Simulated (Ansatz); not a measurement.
Basis-set extrapolation for `CO[SiH2]S[SiH3]` (PBE0-D4/def2-TZVP geometry, frozen core, Ansatz). Multiplicity 1, RHF reference.

|  | def2-TZVPP | def2-QZVPP |
| --- | --- | --- |
| HF | -1092.956788 | -1092.992063 |
| MP2 correlation | -0.838605 | -0.904201 |
| CCSD(T) correlation | -0.937903 | not run |

Energies in hartree. Use E(X) = E(∞) + A·exp(−7.88·√X) for Hartree–Fock and E(X) = E(∞) + B·X^(−2.97) for correlation, with X = 3 and 4, and add CCSD(T) minus MP2 of the smaller set to the MP2 limit.

What is the CCSD(T) energy at the basis-set limit?

HF limit: -1092.992063 + (-0.035275) × 0.13774 = -1092.99692. MP2 limit: -0.904201 + (-0.065596) × 0.74074 = -0.95279. Higher-order term: -0.937903 − (-0.838605) = -0.09930. Total: -1094.04901 hartree, 405.2 kJ/mol below CCSD(T)/def2-TZVPP.
